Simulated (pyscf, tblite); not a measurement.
H₃C–CH=NH -> H₂C=CH–NH₂: energy along the mass-weighted descent from the GFN2-xTB saddle (tblite), relative to the relaxed reactant side.

(s (amu^1/2 bohr), E (kcal/mol)): (-3.85, 0.3); (-3.78, 0.3); (-3.72, 0.4); (-3.64, 0.4); (-3.53, 0.5); (-3.42, 0.6); (-3.29, 0.8); (-3.06, 1.2); (-2.40, 4.0); (-1.44, 17.2); (-0.480, 52.3); (0.360, 56.2); (1.32, 26.3); (2.28, 10.1); (3.12, 3.8); (3.42, 3.1); (3.62, 2.8); (3.75, 2.5); (3.88, 2.4); (3.94, 2.4); (4.02, 2.3)

Task: The GFN2-xTB barrier from the reactant side is 259.9 kJ/mol. What does ωB97X-D3(BJ) (PySCF) give from its own reactant-side minimum, in def2-SVP and in def2-TZVP?

Result: 286.7 kJ/mol in the double-zeta basis after reoptimising the saddle, and 291.3 kJ/mol in the triple-zeta single point, so the tight-binding barrier lies 31.5 kJ/mol under the latter. The imaginary mode goes from 2019i to 2050i cm⁻¹.
